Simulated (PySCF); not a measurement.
AlB2H5N (calculated)

Calculation on a computer-drawn molecule: the log of a Hartree-Fock and frozen-core CCSD(T) single point meant for a local Hartree-Fock minimum, with one planted fault or none, to be diagnosed. Offsets are logged minus clean, where the clean run is the same molecule without the fault. The reference is restricted for singlets and unrestricted otherwise, and also for a bond in bohr or an excited solution. Adding or removing an electron swaps singlet and doublet. The excited solution moves the top pair (singlet) or top alpha electron (doublet) to the lowest empty orbital. Highest occupied and lowest empty are orbital energies over both spins, largest force is the largest gradient component, triples share is (T) over the correlation energy, the T1 limit is 0.02 restricted and 0.045 unrestricted, electrons count all cores, a negative frequency is imaginary (commonest isotopes), and the dipole is about the centre of nuclear charge. Program: PySCF 2.14.0.

```yaml
- formula: AlB2H5N
  logged_structure:
    atoms_angstrom:
      - [B, 0.0257, -1.6522, 0.0099]
      - ["N", 1.1882, -0.8967, 0.2789]
      - [B, 1.2689, 0.3003, 1.0611]
      - [Al, -0.4976, 1.2319, 1.8886]
      - [H, -1.0321, -1.275, 0.4469]
      - [H, 0.0858, -2.6554, -0.6447]
      - [H, 2.0462, -1.2445, -0.1073]
      - [H, 2.3686, 0.7856, 1.1799]
      - [H, -1.0454, 0.8813, 3.347]
  given:
    meant_charge: 0
    meant_multiplicity: 2
    meant_basis: "cc-pV(D+d)Z"
    logged_electrons: 35
    logged_basis_functions: 90
    logged_SCF_converged: "yes"
    logged_spin_squared: 0.768
    "logged_highest_occupied [eV]": -7.4311
    "logged_lowest_empty [eV]": 1.1102
    "logged_largest_force [hartree/bohr]": 3.3312e-05
    "logged_lowest_frequency [cm^-1]": 111.32
    logged_T1_diagnostic: 0.017411
    logged_D1_diagnostic: 0.063798
    logged_triples_share: 0.029431
    logged_CC_converged: "yes"
    "logged_dipole_magnitude [debye]": 1.6812
    logged_SCF_stable_within_its_kind: "yes"
    "logged_energy_HF [hartree]": -348.66247
    "logged_energy_CCSD(T) [hartree]": -349.10443
    possible_faults: "no fault, one electron removed, one electron added, multiplicity raised by two, geometry at a saddle point, SCF held on an excited solution, minimal basis STO-3G, one bond length entered in bohr, all coordinates scaled"
    drawn_bonds_atom: [1, 2, 3, 1, 1, 2, 3, 4]
    drawn_bonds_other_atom: [2, 3, 4, 5, 6, 7, 8, 9]
    drawn_bonds_order: [1, 1, 1, 1, 1, 1, 1, 1]
  results:
    planted_fault: "no fault"
    "HF_energy_offset_from_clean_run [kcal/mol]": 0.0
    "CCSD(T)_energy_offset_from_clean_run [kcal/mol]": 0.0
```
